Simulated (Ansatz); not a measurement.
Ansatz (a program for electronic structure) input (B3LYP-D3(BJ)/def2-TZVP):

Ansatz 0.2 input:
```yaml
crystal:
  periodic: [false, false, false]
  atoms:
    - {symbol: Hf, position_ang: [0.00599254, 0.01249387, -0.00914813]}
    - {symbol: H, position_ang: [1.06101747, -0.43397114, 1.50645987]}
    - {symbol: H, position_ang: [-1.02930526, 1.39068177, 0.78968485]}
    - {symbol: H, position_ang: [-0.30357677, -1.75235798, -0.64113606]}
    - {symbol: H, position_ang: [0.29602767, 0.84536950, -1.69199962]}
basis:
  gaussian:
    orbitals: def2-TZVP
hamiltonian:
  xc: b3lyp
  dispersion: d3bj
total_charge: 1
magnetization: {spin_polarized: true, initial_magnetization: 1}
relax: {f_tol: 0.002, max_steps: 150}
```

End of the output:

```
549 factors; their error is unknown
mean field: 0.18 GiB planned
mean field evaluation 160: about -1359.7781 eV, gradient 2.2e1 eV
mean field -1359.90701099 eV, -49.9756608756 hartree, gradient 1.7e-5 eV, S^2 0.766066; 0 other end points of the search recorded, 0 dependent functions left out
the calculation of the forces begins
reference -1359.90724330 eV, -49.9756694132 hartree; 8, 7 occupied and 56, 57 virtual orbitals, 549 factors
relax step  17: F+E_penalty+E_count = -1359.99848898 eV  Δ(F+E_penalty+E_count) = +1.470e-2 eV  max|allowed force component| = 1.581e-1 eV/Å  Δτ_max = 0.2000 Å  (42 SCF iters, rejected (line search))
these checks for a lower state are left out or cut short: starts, cluster_reference, orbital_swaps, neighbouring_geometries, increment
integrals: 0.01 GiB planned
549 factors; their error is unknown
mean field: 0.18 GiB planned
mean field -1359.93908096 eV, -49.9768394256 hartree, gradient 1.8e-5 eV, S^2 0.766309; 0 other end points of the search recorded, 0 dependent functions left out
the calculation of the forces begins
reference -1359.93931451 eV, -49.9768480081 hartree; 8, 7 occupied and 56, 57 virtual orbitals, 549 factors
relax step  18: F+E_penalty+E_count = -1360.03068492 eV  Δ(F+E_penalty+E_count) = -1.750e-2 eV  max|allowed force component| = 6.803e-2 eV/Å  Δτ_max = 0.0896 Å  (35 SCF iters, accepted)
these checks for a lower state are left out or cut short: starts, cluster_reference, orbital_swaps, neighbouring_geometries, increment
integrals: 0.01 GiB planned
549 factors; their error is unknown
mean field: 0.18 GiB planned
mean field -1359.93948925 eV, -49.9768544297 hartree, gradient 1.3e-5 eV, S^2 0.766334; 0 other end points of the search recorded, 0 dependent functions left out
the calculation of the forces begins
reference -1359.93972264 eV, -49.9768630067 hartree; 8, 7 occupied and 56, 57 virtual orbitals, 549 factors
relax step  19: F+E_penalty+E_count = -1360.03108308 eV  Δ(F+E_penalty+E_count) = -3.982e-4 eV  max|allowed force component| = 3.204e-3 eV/Å  Δτ_max = 0.0092 Å  (35 SCF iters, accepted)
these checks for a lower state are left out or cut short: starts, cluster_reference, orbital_swaps, neighbouring_geometries, increment
integrals: 0.01 GiB planned
549 factors; their error is unknown
mean field: 0.18 GiB planned
mean field -1359.93949902 eV, -49.9768547889 hartree, gradient 1.5e-5 eV, S^2 0.766331; 0 other end points of the search recorded, 0 dependent functions left out
the calculation of the forces begins
reference -1359.93973241 eV, -49.9768633658 hartree; 8, 7 occupied and 56, 57 virtual orbitals, 549 factors
relax step  20: F+E_penalty+E_count = -1360.03109405 eV  Δ(F+E_penalty+E_count) = -1.097e-5 eV  max|allowed force component| = 3.532e-4 eV/Å  Δτ_max = 0.0022 Å  (28 SCF iters, accepted)
integrals: 0.01 GiB planned
549 factors; their error is unknown
mean field: 0.18 GiB planned
mean field evaluation 192: about -1359.9038 eV, gradient 2.3e0 eV
mean field -1359.93949902 eV, -49.9768547889 hartree, gradient 1.6e-5 eV, S^2 0.766331; 1 other end points of the search recorded, 0 dependent functions left out
the calculation of the forces begins
reference -1359.93973241 eV, -49.9768633658 hartree; 8, 7 occupied and 56, 57 virtual orbitals, 549 factors
Total energy: -1360.03132743 eV, -49.9802294209 hartree
Atom 0 at    -0.244356    -0.060032     0.021479 Å, force     0.000035     0.000161     0.000010 eV/Å
Atom 1 at     1.148369    -0.263980     1.124644 Å, force    -0.000250    -0.000295    -0.000353 eV/Å
Atom 2 at    -1.096032     1.479223     0.875610 Å, force    -0.000101     0.000023     0.000099 eV/Å
Atom 3 at    -0.323993    -1.868030    -0.719754 Å, force     0.000195     0.000011     0.000334 eV/Å
Atom 4 at     0.546169     0.775035    -1.348119 Å, force     0.000121     0.000101    -0.000090 eV/Å
Dipole moment:    -0.558000    -0.161400     0.068129 e Å
```

The spin state was set by rule; other spins were not relaxed.
